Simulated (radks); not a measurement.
Values are calculated unless marked as measured or tabulated.
All-electron atom: Si+ in [Ne] 3s2 3p1. Code: a radial shooting solver on a logarithmic mesh with Libxc functionals. Model: Dirac Kohn-Sham, PBE, spin-unpolarised, spherical densities, point nucleus; open shells fill j = l - 1/2 first.

Unscreened Slater integrals over Kohn-Sham orbitals (hartree). Large and small components are both included. Empty in this configuration: 3p3/2.

integral,value
"F0(3p1/2,3p1/2)",0.36848
"F0(3p1/2,3s1/2)",0.39883
"G1(3p1/2,3s1/2)",0.26116
"F0(3p1/2,2p3/2)",0.50227
"G2(3p1/2,2p3/2)",0.029082
"F0(3p1/2,2p1/2)",0.50246
"G0(3p1/2,2p1/2)",0.030243
"F0(3p1/2,3p3/2)",0.36801
"G2(3p1/2,3p3/2)",0.18676
"F0(3s1/2,3s1/2)",0.43843
"F0(3s1/2,2p3/2)",0.58291
"G1(3s1/2,2p3/2)",0.039954
"F0(3s1/2,2p1/2)",0.58312
"G1(3s1/2,2p1/2)",0.039904
"F0(3s1/2,3p3/2)",0.39821
"G1(3s1/2,3p3/2)",0.26046
"F0(2p3/2,2p3/2)",1.7116
"F2(2p3/2,2p3/2)",0.78462
"F0(2p3/2,2p1/2)",1.7152
"G2(2p3/2,2p1/2)",0.78513
"F0(2p3/2,3p3/2)",0.50107
"F2(2p3/2,3p3/2)",0.074504
"G0(2p3/2,3p3/2)",0.030159
"G2(2p3/2,3p3/2)",0.029087
"F0(2p1/2,2p1/2)",1.7188
"F0(2p1/2,3p3/2)",0.50125
"G2(2p1/2,3p3/2)",0.029059
"F0(3p3/2,3p3/2)",0.36753
"F2(3p3/2,3p3/2)",0.18655
